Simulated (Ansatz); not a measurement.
Born–Oppenheimer molecular dynamics of FH6OPSi (10 atoms, charge 0, multiplicity 1). It starts at the highest image of a converged band. Of that band: Neighbouring images differ by up to 2.1 eV, so the band resolves the path poorly. A vibrational analysis at the climbing image gives one clearly imaginary mode, 1317i cm⁻¹: a first-order saddle point.

Level of theory: Ansatz, RKS PBE0-D4/6-31G*.

- ensemble: NVE (velocity Verlet)
- time step: 0.5 fs
- steps asked: 200
- starting velocities drawn for: 100 K
- seed: 5981

First frame:

```xyz
10
Properties=species:S:1:pos:R:3
Si 0.035 -0.138 0.081
H 0.037 0.213 1.749
F 1.413 0.298 -0.612
H -0.773 1.096 -0.020
O -1.026 -1.222 -0.534
H -0.719 -2.139 -0.527
P 1.554 -2.106 1.113
H 0.539 -3.105 1.145
H 1.922 -2.335 -0.238
H 0.573 -0.581 1.612
```

How far do the bonds stretch over the last three quarters of this one trajectory? (Pairs bonded in most of those frames.)


| bond | mean (Å) | spread (Å) | shortest | longest |
| --- | --- | --- | --- | --- |
| Si1–H2 | 1.505 | 0.082 | 1.38 | 1.62 |
| Si1–F3 | 1.630 | 0.026 | 1.59 | 1.68 |
| Si1–H4 | 1.481 | 0.007 | 1.47 | 1.50 |
| Si1–O5 | 1.657 | 0.019 | 1.63 | 1.69 |
| O5–H6 | 0.965 | 0.009 | 0.95 | 0.98 |
| P7–H8 | 1.427 | 0.010 | 1.41 | 1.45 |
| P7–H9 | 1.419 | 0.010 | 1.40 | 1.44 |
| P7–H10 | 1.473 | 0.130 | 1.26 | 1.65 |

Mean temperature of the second half: 2211 K. The conserved energy stayed within 0.6 meV per atom of its start (net change 0.026 meV per atom), so the integration is sound. The kinetic energy rose, since the run started high on the potential surface and went downhill. It ends in pieces (FH3OSi + H3P), so much of that is their flight and rotation, not heat. A run of 0.1 ps of so small a system gives no equilibrium averages. The orbitals stay closed-shell, which can raise the energy where a bond breaks towards radicals; this wasn't checked here.

Run time: 12 min on 1 thread of Arm Neoverse V1, with other jobs on the host, peak memory 0.18 GiB.
